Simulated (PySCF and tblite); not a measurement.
Values are calculated unless marked as measured or tabulated.
C₁₀H₁₆, numbered as in [CH2:1]=[CH:2][CH2:3]/[C:4](=[CH:5]\[C:6](=[CH2:7])[CH3:8])[CH2:9][CH3:10].

Free energies: PBE0-D3(BJ)/6-31G* on GFN2-xTB structures plus GFN2-xTB thermal terms, symmetry and mirror images included. Conformers within 3 kcal/mol (GFN2-xTB free energy) were kept, 10 at most. GIAO shieldings: PBE0/6-31G*. Shifts are against TMS (¹H), TMS (¹³C) at the same level; of two unlike H on one atom, a is the less shielded. Programs: PySCF with density fitting and tblite.

Task: What shifts does this protocol give at 298.15 K under fast conformational exchange?

Result: ¹H: 6.24 (H2, 1H), 6.15 (H5, 1H), 5.33 (H1a, 1H), 5.26 (H1b, 1H), 4.95 (H7a, 1H), 4.89 (H7b, 1H), 3.14 (H3, 2H), 2.25 (H9, 2H), 2.08 (H8, 3H), 1.12 (H10, 3H) ppm. ¹³C: 136.2 (C6), 133.9 (C4), 132.0 (C2), 125.6 (C5), 116.0 (C7), 111.6 (C1), 38.2 (C3), 35.9 (C9), 22.1 (C8), 15.9 (C10) ppm.

Task: How do the conformers differ?

Result: Torsions listed: C1–C2–C3–C4, C2–C3–C4–C9, C4–C5–C6–C8, C3–C4–C9–C10. Of a mirror pair one member is shown.
| conformer | shape | weight % |
| --- | --- | --- |
| 1 | 3°, 91°, 11°, 84° | 26.4 |
| 2 | 8°, 102°, -8°, -70° | 24.3 |
| 3 | -6°, -88°, -15°, 170° | 16.2 |
| 4 | -117°, 84°, 4°, 86° | 13.9 |
| 5 | 120°, -83°, -6°, 169° | 10.6 |

Not shown: 4 more, 8.6 % in all.

| signal | 1 | 2 | 3 | 4 | 5 | average |
| --- | --- | --- | --- | --- | --- | --- |
| H1a | 5.35 | 5.52 | 5.32 | 5.19 | 5.20 | 5.33 |
| H1b | 5.36 | 5.38 | 5.32 | 5.05 | 5.06 | 5.26 |
| H2 | 6.28 | 6.31 | 6.31 | 6.10 | 6.15 | 6.24 |
| H3 | 3.11 | 3.15 | 3.07 | 3.20 | 3.18 | 3.14 |
| H5 | 6.24 | 6.33 | 6.14 | 5.98 | 5.85 | 6.15 |
| H7a | 4.94 | 4.93 | 5.00 | 4.94 | 4.98 | 4.95 |
| H7b | 4.87 | 4.87 | 4.94 | 4.87 | 4.94 | 4.89 |
| H8 | 2.03 | 2.07 | 2.09 | 2.09 | 2.14 | 2.08 |
| H9 | 2.20 | 2.24 | 2.36 | 2.13 | 2.33 | 2.25 |
| H10 | 1.13 | 1.11 | 1.15 | 1.12 | 1.07 | 1.12 |
| C1 | 111.9 | 112.3 | 111.1 | 111.1 | 111.3 | 111.6 |
| C2 | 131.6 | 131.4 | 132.2 | 131.8 | 132.4 | 132.0 |
| C3 | 36.3 | 37.5 | 39.4 | 38.4 | 41.2 | 38.2 |
| C4 | 134.6 | 132.1 | 132.9 | 135.9 | 134.3 | 133.9 |
| C5 | 127.7 | 127.0 | 124.3 | 124.4 | 120.7 | 125.6 |
| C6 | 136.2 | 136.5 | 136.3 | 135.7 | 135.6 | 136.2 |
| C7 | 115.5 | 116.2 | 115.7 | 116.5 | 116.9 | 116.0 |
| C8 | 21.2 | 21.4 | 21.5 | 23.4 | 23.9 | 22.1 |
| C9 | 36.3 | 40.3 | 32.5 | 34.0 | 30.7 | 35.9 |
| C10 | 17.6 | 16.7 | 13.0 | 17.1 | 12.8 | 15.9 |

Task: Which signal moves most, for its nucleus, between 250 and 373.15 K through the change of populations alone?

Result: H5: 6.17 ppm at 250 K, 6.16 ppm at 273.15 K, 6.15 ppm at 298.15 K, 6.14 ppm at 323.15 K, 6.13 ppm at 373.15 K.

Shifts are unscaled: against experiment ¹³C can be off by 15 ppm or more and ¹H by 0.8 ppm.
